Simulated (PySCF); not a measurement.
# Structure from NMR data

The spectra below were simulated for a compound C7H8Cl2Si.

1H NMR (300 MHz, computed): δ 8.01 (s, 1H), 5.70 (t, 1H), 5.22 (m, 1H), 5.18 (m, 1H), 5.16 (m, 1H), 5.11 (m, 1H), 4.65 (d, 2H).

13C{1H} NMR (computed): δ 172.4 (CH), 159.1 (C), 157.3 (C), 157.0 (C), 103.4 (CH2), 101.5 (CH2), 72.6 (CH).

[PySCF: GFN2-xTB structure; GIAO PBE0/pcSseg-1 shieldings; no solvent model; equivalent nuclei averaged; a single conformation; non-relativistic Hamiltonian]

References, each an isolated molecule treated in the same way: 1H (σ = 31.72 ppm) and 13C (σ = 186.93 ppm) vs TMS.

Deduce the structure.

Answers


The formula gives 4 degrees of unsaturation (1 ring in the answer). 7 carbon signals for 7 carbons: no two carbons are equivalent. Carbon types of the structure: 3 × C, 2 × CH, 2 × CH2, leaving 2 H on heteroatoms. δC 172.4: alkene CH. δC 159.1, 157.3, 157.0: fully substituted alkene carbon; as expected for a trigonal carbon in a double bond. δC 103.4, 101.5: terminal =CH2 carbon; an sp2 carbon of a C=C bond. δC 72.6: sp3 CH bonded to 2 Cl and Si; 2 electronegative neighbours deshield it. δH 5.70: hydrogen on an sp3 CH bonded to 2 Cl and Si; its carbon carries Cl, which withdraws density. δH 5.22, 5.18, 5.16, 5.11: hydrogen on a terminal =CH2 carbon; a vinylic proton, deshielded by the sp2 carbon and the C=C anisotropy. δH 4.65: hydrogen on a silicon bonded to 2 C.

The compound is `C1([SiH2]C(Cl)Cl)=CC(=C)C1=C`.

The shifts were computed for this structure.

Carbons that carry Cl, above all several Cl atoms, come out too deshielded, partly because spin–orbit coupling is missing. Shifts are as computed. Against solution values, carbons near 30 ppm lie about +3 ppm off and those near 130 ppm about +5 ppm; carbons on Cl a further +6 ppm. Of 1309 compounds with measured shifts, 239 miss one by over three times the rms of a fit or turn the order of signals round; such compounds aren't used in these exercises. No couplings were computed; multiplicities are counted from neighbouring protons, with m where these are inequivalent, close in shift, in a saturated or five-membered ring or joined by F or P, and br s for small geminal =CH2 splittings.
